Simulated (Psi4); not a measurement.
Psi4 input (wB97X-D/6-311+G**):

```
memory 1500 MB

molecule {
0 1
N    -0.99944600   -1.11208200   -1.09146300
Si    0.07636300   -0.01839600   -0.35080300
N    -0.10284900    1.53371900   -1.02978500
N     1.68119100   -0.55991800   -0.53557500
Cl   -0.37029700    0.08856600    1.70015100
H    -1.94718600   -1.22930300   -0.77267400
H    -0.63196700   -1.94762200   -1.51599200
H    -0.79718200    1.67767500   -1.74428200
H     0.08837000    2.37229100   -0.50660600
H     2.10565000   -1.20470000    0.11075200
H     2.35601300    0.05154900   -0.96476600
symmetry c1
no_reorient
no_com
}

set {
  basis 6-311+G**
  reference rks
  scf_type df
  df_basis_scf def2-universal-jkfit
  dft_radial_points 99
  dft_spherical_points 590
  e_convergence 1e-8
  d_convergence 1e-7
  maxiter 150
}

e = energy('wb97x-d')
print_out(f'\nFINAL {e:.10f} DIPOLE {variable("CURRENT DIPOLE")[0]:.6f} {variable("CURRENT DIPOLE")[1]:.6f} {variable("CURRENT DIPOLE")[2]:.6f}\n')
```

Output:

```
   => Loading Basis Set <=

    Name: 6-311+G**
    Role: ORBITAL
    Keyword: BASIS
    atoms 1, 3-4 entry N          line   150 file 6-311pgss.gbs
    atoms 2      entry SI         line   351 file 6-311pgss.gbs
    atoms 5      entry CL         line   468 file 6-311pgss.gbs
    atoms 6-11   entry H          line    42 file 6-311pgss.gbs

   => WB97X-D: Empirical Dispersion <=

    Chai and Head-Gordon Dispersion Correction
    Chai, J.-D.; Head-Gordon, M. (2010), J. Chem. Phys., 132: 6615-6620

        s6 =       1.000000

         ---------------------------------------------------------
                                   SCF
               by Justin Turney, Rob Parrish, Andy Simmonett
                          and Daniel G. A. Smith
                              RKS Reference
         ---------------------------------------------------------

  ==> Geometry <==

    Molecular point group: c1
    Full point group: C1

    Geometry (in Angstrom), charge = 0, multiplicity = 1:

       Center              X                  Y                   Z               Mass
    ------------   -----------------  -----------------  -----------------  -----------------
         N           -0.999446000000    -1.112082000000    -1.091463000000    14.003074004430
         SI           0.076363000000    -0.018396000000    -0.350803000000    27.976926534650
         N           -0.102849000000     1.533719000000    -1.029785000000    14.003074004430
         N            1.681191000000    -0.559918000000    -0.535575000000    14.003074004430
         CL          -0.370297000000     0.088566000000     1.700151000000    34.968852682000
         H           -1.947186000000    -1.229303000000    -0.772674000000     1.007825032230
         H           -0.631967000000    -1.947622000000    -1.515992000000     1.007825032230
         H           -0.797182000000     1.677675000000    -1.744282000000     1.007825032230
         H            0.088370000000     2.372291000000    -0.506606000000     1.007825032230
         H            2.105650000000    -1.204700000000     0.110752000000     1.007825032230
         H            2.356013000000     0.051549000000    -0.964766000000     1.007825032230

  Running in c1 symmetry.

  Rotational constants: A =      0.12043  B =      0.07625  C =      0.07621 [cm^-1]
  Rotational constants: A =   3610.53191  B =   2285.98318  C =   2284.82981 [MHz]
  Nuclear repulsion =  312.165863960554930

  Charge       = 0
  Multiplicity = 1
  Electrons    = 58
  Nalpha       = 29
  Nbeta        = 29

  ==> Algorithm <==

  SCF Algorithm Type is DF.
  DIIS enabled.
  MOM disabled.
  Fractional occupation disabled.
  Guess Type is SAD.
  Energy threshold   = 1.00e-08
  Density threshold  = 1.00e-07
  Integral threshold = 1.00e-12

  ==> Primary Basis <==

  Basis Set: 6-311+G**
    Blend: 6-311+G**
    Number of shells: 82
    Number of basis functions: 162
    Number of Cartesian functions: 167
    Spherical Harmonics?: true
    Max angular momentum: 2

  ==> DFT Potential <==

   => LibXC <=

    Version 7.1.2
    S. Lehtola, C. Steigemann, M. J. T. Oliveira, and M. A. L. Marques,  SoftwareX 7, 1–5 (2018) (10.1016/j.softx.2017.11.002)

   => Composite Functional: WB97X-D <=

    wB97X-D Hyb-GGA Exchange-Correlation Functional

    J.-D. Chai and M. Head-Gordon,  Phys. Chem. Chem. Phys. 10, 6615–6620 (2008) (10.1039/B810189B)

    Deriv               =              1
    GGA                 =           TRUE
    Meta                =          FALSE

    Exchange Hybrid     =           TRUE
    MP2 Hybrid          =          FALSE

   => Exchange-Correlation Functionals <=

    1.0000   wB97X-D range-separated functional

   => Exact (HF) Exchange <=

    0.7780            HF,LR [omega = 0.2000]
    0.2220               HF

   => LibXC Density Thresholds  <==

    XC_HYB_GGA_XC_WB97X_D:  1.00E-14

   => Molecular Quadrature <=

    Radial Scheme          =       TREUTLER
    Pruning Scheme         =           NONE
    Nuclear Scheme         =       TREUTLER

    Blocking Scheme        =         OCTREE
    BS radius alpha        =              1
    Pruning alpha          =              1
    Radial Points          =             99
    Spherical Points       =            590
    Total Points           =         609506
    Total Blocks           =           4320
    Max Points             =            256
    Max Functions          =            157
    Weights Tolerance      =       1.00E-15

   => Loading Basis Set <=

    Name: DEF2-UNIVERSAL-JKFIT
    Role: JKFIT
    Keyword: DF_BASIS_SCF
    atoms 1, 3-4 entry N          line   258 file def2-universal-jkfit.gbs
    atoms 2      entry SI         line   737 file def2-universal-jkfit.gbs
    atoms 5      entry CL         line   986 file def2-universal-jkfit.gbs
    atoms 6-11   entry H          line    18 file def2-universal-jkfit.gbs

  ==> Integral Setup <==

  SCF_SUBTYPE=INCORE selected. In-core MEM_DF algorithm will be used.
  Using in-core AOs.

  ==> MemDFJK: Density-Fitted J/K Matrices <==

    J tasked:                   Yes
    K tasked:                   Yes
    wK tasked:                  Yes
    Omega:                2.000E-01
    Algorithm:                 Core
    Schwarz Cutoff:           1E-12
    Mask sparsity (%):       3.7723
    Fitting Condition:        1E-10

   => Auxiliary Basis Set <=

  Basis Set: DEF2-UNIVERSAL-JKFIT
    Blend: DEF2-UNIVERSAL-JKFIT
    Number of shells: 187
    Number of basis functions: 595
    Number of Cartesian functions: 709
    Spherical Harmonics?: true
    Max angular momentum: 4

  Cached 33.3% of DFT collocation blocks in 0.650 [GiB].

  Minimum eigenvalue in the overlap matrix is 7.8402734319E-04.
  Reciprocal condition number of the overlap matrix is 8.4253210969E-05.
    Using symmetric orthogonalization.

  ==> Pre-Iterations <==

  SCF Guess: Superposition of Atomic Densities via on-the-fly atomic UHF (no occupation information).

   -------------------------
    Irrep   Nso     Nmo
   -------------------------
     A        162     162
   -------------------------
    Total     162     162
   -------------------------

  ==> Iterations <==

                           Total Energy        Delta E     RMS |[F,P]|

   @DF-RKS iter SAD:  -917.04080026878125   -9.17041e+02   0.00000e+00
   @DF-RKS iter   1:  -917.19571602245276   -1.54916e-01   7.27945e-03 ADIIS/DIIS
   @DF-RKS iter   2:  -917.20738821609291   -1.16722e-02   6.95515e-03 ADIIS/DIIS
   @DF-RKS iter   3:  -917.73429452649145   -5.26906e-01   4.83731e-04 ADIIS/DIIS
   @DF-RKS iter   4:  -917.73675307334031   -2.45855e-03   1.41897e-04 ADIIS/DIIS
   @DF-RKS iter   5:  -917.73698236349026   -2.29290e-04   3.17587e-05 DIIS
   @DF-RKS iter   6:  -917.73699455333247   -1.21898e-05   8.35048e-06 DIIS
   @DF-RKS iter   7:  -917.73699546057662   -9.07244e-07   1.60259e-06 DIIS
   @DF-RKS iter   8:  -917.73699551831112   -5.77345e-08   5.33586e-07 DIIS
   @DF-RKS iter   9:  -917.73699552554137   -7.23026e-09   9.29114e-08 DIIS
  Energy and wave function converged.

  ==> Post-Iterations <==

   Electrons on quadrature grid:
      Ntotal   =   58.0000006474 ; deviation = 6.474e-07

    Orbital Energies [Eh]
    ---------------------

    Doubly Occupied:

       1A   -101.689631     2A    -66.300679     3A    -14.412039
       4A    -14.411983     5A    -14.411955     6A     -9.559422
       7A     -7.305699     8A     -7.300125     9A     -7.300122
      10A     -5.428598    11A     -3.775154    12A     -3.772316
      13A     -3.772306    14A     -0.979747    15A     -0.942110
      16A     -0.942071    17A     -0.896864    18A     -0.635803
      19A     -0.589857    20A     -0.589737    21A     -0.582057
      22A     -0.511912    23A     -0.511790    24A     -0.473313
      25A     -0.404547    26A     -0.404473    27A     -0.353626
      28A     -0.353378    29A     -0.348534

    Virtual:

      30A      0.045847    31A      0.072378    32A      0.072404
      33A      0.080081    34A      0.124520    35A      0.136143
      36A      0.136215    37A      0.155132    38A      0.155239
      39A      0.158491    40A      0.176149    41A      0.176183
      42A      0.178027    43A      0.196245    44A      0.201795
      45A      0.207267    46A      0.207428    47A      0.227647
      48A      0.230606    49A      0.230768    50A      0.244618
      51A      0.252544    52A      0.252611    53A      0.271740
      54A      0.310226    55A      0.310372    56A      0.317480
      57A      0.348866    58A      0.349043    59A      0.372574
      60A      0.408443    61A      0.416567    62A      0.416689
      63A      0.509613    64A      0.526021    65A      0.526767
      66A      0.575500    67A      0.575779    68A      0.616613
      69A      0.661963    70A      0.662156    71A      0.689590
      72A      0.704009    73A      0.767708    74A      0.768243
      75A      0.826284    76A      0.839739    77A      0.839872
      78A      0.857950    79A      0.906159    80A      0.906204
      81A      0.948152    82A      0.948621    83A      0.964569
      84A      0.996893    85A      0.997054    86A      0.999900
      87A      1.037766    88A      1.037881    89A      1.054724
      90A      1.084376    91A      1.084993    92A      1.209256
      93A      1.209931    94A      1.260267    95A      1.314106
      96A      1.314544    97A      1.338226    98A      1.370681
      99A      1.446778   100A      1.447711   101A      1.503810
     102A      1.654021   103A      1.655240   104A      1.688781
     105A      1.704248   106A      1.704743   107A      1.742022
     108A      1.900887   109A      1.922611   110A      1.922946
     111A      2.038543   112A      2.063255   113A      2.063330
     114A      2.131008   115A      2.131758   116A      2.139223
     117A      2.392048   118A      2.392352   119A      2.453220
     120A      2.467176   121A      2.490376   122A      2.490507
     123A      2.491309   124A      2.542700   125A      2.542907
     126A      2.596504   127A      2.608156   128A      2.608370
     129A      2.747549   130A      2.748276   131A      2.810570
     132A      2.859308   133A      2.897853   134A      2.898166
     135A      3.054467   136A      3.073271   137A      3.073889
     138A      3.138802   139A      3.138914   140A      3.183312
     141A      3.978003   142A      3.978532   143A      3.996681
     144A      4.304937   145A      4.448907   146A      4.449032
     147A      4.843015   148A      4.847525   149A      4.847701
     150A      5.874915   151A      9.847673   152A     11.563989
     153A     11.658420   154A     11.658880   155A     26.033197
     156A     26.033330   157A     26.437218   158A     35.694285
     159A     35.694307   160A     35.736511   161A    141.358902
     162A    215.927421

    Final Occupation by Irrep:
              A
    DOCC [    29 ]
    NA   [    29 ]
    NB   [    29 ]

  @DF-RKS Final Energy:  -917.73699552554137

   => Energetics <=

    Nuclear Repulsion Energy =            312.1658639605549297
    One-Electron Energy =               -1886.4012571729253978
    Two-Electron Energy =                 708.3264918345124670
    DFT Exchange-Correlation Energy =     -51.8241437462205496
    Empirical Dispersion Energy =          -0.0039504014627410
    VV10 Nonlocal Energy =                  0.0000000000000000
    Total Energy =                       -917.7369955255413743

Computation Completed

Properties will be evaluated at   0.000000,   0.000000,   0.000000 [a0]

Properties computed using the SCF density matrix

 Multipole Moments:

 ------------------------------------------------------------------------------------
     Multipole            Electronic (a.u.)      Nuclear  (a.u.)        Total (a.u.)
 ------------------------------------------------------------------------------------

 L = 1.  Multiply by 2.5417464519 to convert [e a0] to [Debye]
 Dipole X            :          0.1330855            0.0000057            0.1330912
 Dipole Y            :         -0.0323414            0.0000019           -0.0323395
 Dipole Z            :         -0.6203524           -0.0000076           -0.6203600
 Magnitude           :                                                    0.6352996

 ------------------------------------------------------------------------------------

FINAL -917.7369955255 DIPOLE 0.133091 -0.032339 -0.620360

*** Psi4 exiting successfully. Buy a developer a beer!
```

The geometry given is a B3LYP-D3(BJ)/def2-TZVP minimum.
